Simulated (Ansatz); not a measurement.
```yaml
crystal:
  periodic: [false, false, false]
  atoms:
    - {symbol: Mn, position_ang: [-0.002437, -0.000293, 0.000300]}
    - {symbol: Br, position_ang: [0.022529, -1.712482, -1.518907]}
    - {symbol: Br, position_ang: [-0.020091, 1.712774, 1.518607]}
basis:
  gaussian: {orbitals: ANO-RCC-VTZP, final_grid: {core_spheres: 20, valence_spheres: 16, degree: 47}}
total_charge: -1
hamiltonian: {xc: {name: B3LYP5}}
scf: {omitted_lower_state_checks: [starts]}
```

```sh
$ ansatz run in.yaml --threads 4 --pin off --events-out ev --progress --plain --max-ram 3916MiB
```

It prints (some lines left out):

```
Functional definition: B3LYP5
1047 factors; integrals over basis functions are off by at most 6.9e-4 eV
mean field evaluation 1: about -173360.4499 eV, gradient 3.0e1 eV
mean field evaluation 2: about -173353.9078 eV, gradient 7.5e1 eV
mean field evaluation 4: about -173361.7276 eV, gradient 4.2e0 eV
mean field evaluation 8: about -173361.7796 eV, gradient 1.2e-1 eV
mean field evaluation 16: about -173362.6993 eV, gradient 2.2e-1 eV
mean field -173362.70114769 eV, -6370.9617577182 hartree, gradient 3.3e-6 eV, S^2 0.000000; 0 other end points of the search recorded, 0 dependent functions left out
reference -173362.70136177 eV, -6370.9617655855 hartree; 48, 48 occupied and 97, 97 virtual orbitals, 1047 factors
Total energy: -173362.70136177 eV, -6370.9617655855 hartree
Relativity: scalar
Checks for a lower state left out: starts
```

Run time 30 s (4 threads of Arm Neoverse V2 on a shared host).

DK, ANO-RCC and x2c sets are all-electron and run with scalar relativity unless a key says otherwise. The highest occupied level of an anion often lies above zero with these methods, and sets without diffuse functions describe the outer electron poorly. A triplet lies near this restricted singlet, and broken spin symmetry wasn't tried.
